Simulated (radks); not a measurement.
All-electron atom: Ni2+ in [Ar] 3d7 7f1 (not the ground configuration). Method: scalar-relativistic Kohn-Sham, PBE, spin-polarised, spherical densities, finite nucleus; open shells are filled with parallel spins first; Fermi nuclear charge, rms radius 3.7757 fm; computed with a radial shooting solver on a logarithmic mesh with Libxc functionals.

Unscreened Slater integrals over Kohn-Sham orbitals (hartree). They are taken over the spin-up orbitals.

integral,value
"F0(7f,7f)",0.042912
"F2(7f,7f)",0.022091
"F4(7f,7f)",0.015717
"F6(7f,7f)",0.012408
"F0(7f,3d)",0.067331
"F2(7f,3d)",0.0027672
"F4(7f,3d)",0.00090912
"G1(7f,3d)",0.0011058
"G3(7f,3d)",0.00063259
"G5(7f,3d)",0.00043313
"F0(7f,3p)",0.067375
"F2(7f,3p)",0.0020869
"G2(7f,3p)",0.00032455
"G4(7f,3p)",0.00020829
"F0(7f,3s)",0.067382
"G3(7f,3s)",0.00018680
"F0(3d,3d)",1.0398
"F2(3d,3d)",0.48472
"F4(3d,3d)",0.30226
"F0(3d,3p)",1.1005
"F2(3d,3p)",0.52265
"G1(3d,3p)",0.64514
"G3(3d,3p)",0.39282
"F0(3d,3s)",1.1219
"G2(3d,3s)",0.49122
"F0(3p,3p)",1.1769
"F2(3p,3p)",0.58899
"F0(3p,3s)",1.2004
"G1(3p,3s)",0.79527
"F0(3s,3s)",1.2262

Derived for the open shells (J is the average intra-shell exchange parameter used in DFT+U). 3d: Racah B = F2/49 - 5 F4/441 = 0.006465 hartree, C = 35 F4/441 = 0.02399 hartree, C/B = 3.71, F4/F2 = 0.624, J = (F2 + F4)/14 = 0.05621 hartree. 7f: F4/F2 = 0.711, F6/F2 = 0.562, J = (286 F2 + 195 F4 + 250 F6)/6435 = 0.001940 hartree.
